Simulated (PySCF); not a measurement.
Two probes of the same atoms: core binding energy and nuclear shielding

Species: C4H12BN.
Z-matrix (Å and degrees, PBE0-D3(BJ)/def2-SVP geometry), rows numbered from 1:
```
C 
C   1  1.5210
N   2  1.4434  1  113.08
B   3  1.4039  2  128.82  1  -116.43
C   4  1.5829  3  118.87  2   179.24
C   4  1.5887  3  120.47  2    -0.97
H   1  1.1008  2  111.07  3  -179.39
H   1  1.1007  2  110.80  3    60.09
H   1  1.1021  2  111.24  3   -59.62
H   2  1.1060  1  109.36  3   123.24
H   2  1.0994  1  109.71  3  -120.94
H   3  1.0149  2  113.35  1    61.77
H   5  1.1038  4  109.98  3   120.41
H   5  1.1035  4  110.23  3  -123.59
H   5  1.1018  4  114.73  3    -1.42
H   6  1.0999  4  112.45  3   179.38
H   6  1.1035  4  111.56  3    58.64
H   6  1.1035  4  111.45  3   -60.03
```

Binding energies: delta-SCF UKS SCAN, pcX-2 on the ionised atom, pcseg-1 elsewhere, spin-free X2C (PySCF). Shieldings: GIAO KT2/pcSseg-1, non-relativistic, same geometry.

```csv
atom,C 1s (eV)
C1,290.65
C2,291.47
C5,289.62
```

**Question.** What are the absolute isotropic shieldings of these atoms?

**Answer.** 
```tsv
atom	environment	C 1s (eV)	isotropic shielding (ppm)
C5	sp3 carbon bound to boron	289.62	174.4
C1	methyl carbon	290.65	162.2
C2	sp3 carbon bound to nitrogen	291.47	140.6
```

**Question.** Among the listed atoms, is the one with the highest binding energy also the least shielded?

**Answer.** Yes: C2 has both (291.47 eV, 140.6 ppm).

By binding energy: C5 < C1 < C2. By shielding: C2 < C1 < C5.

Of atoms equivalent by bonding only the ionised one is listed; its partners' own values can differ in this conformer. Isolated species at its PBE0-D3(BJ)/def2-SVP geometry (one conformer only).
